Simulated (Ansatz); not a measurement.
Isolated molecules relaxed with PBE0-D4/def2-TZVP in Ansatz; ΔE leaves out vibrations. CCSD(T)/CBS is the MP2 limit (def2-TZVPP, def2-QZVPP) plus CCSD(T) − MP2 in def2-TZVPP, frozen cores. Functionals use def2-TZVPP. For Ge outer-core shells are correlated without core-valence functions, which leaves a few kJ/mol of doubt a bond. Scalar relativity is left out up to krypton. Each species was taken in one conformer, which may not be the lowest.

Consider the cleavage of the Si–Ge bond: `O[B](F)[GeH2][SiH3]` + `BN[SiH2]F` → `BN([SiH3])[SiH2]F` + `O[B](F)[GeH3]`.

| level | ΔE (kJ/mol) |
| --- | --- |
| r2SCAN | -9.4 |
| SCS-MP2/def2-TZVPP | -24.3 |

Task: What does CCSD(T)/CBS give? (Best estimate.)

Result: Ansatz gave: -16.8 kJ/mol. The listed levels differ from it by 7.4, -7.5 kJ/mol.

Largest T1 diagnostic among the species: 0.013.

The D4 term adds −5.7 kJ/mol with B3LYP and −2.9 kJ/mol with PBE0; it sums over pairs of atoms, weighted by their polarisabilities, and B3LYP, whose exchange is more repulsive, gets the larger term. In def2-TZVPP, CCSD(T) changes the Hartree–Fock value by +8.9 kJ/mol (the triples alone add +0.7 kJ/mol) and MP2 by +4.8 kJ/mol. From PBE to PBE0 (25 % exact exchange), in def2-TZVPP and without D4, ΔE moves by −5.4 kJ/mol.

B3LYP here is the variant with VWN-RPA as its local correlation; programs differ in this.
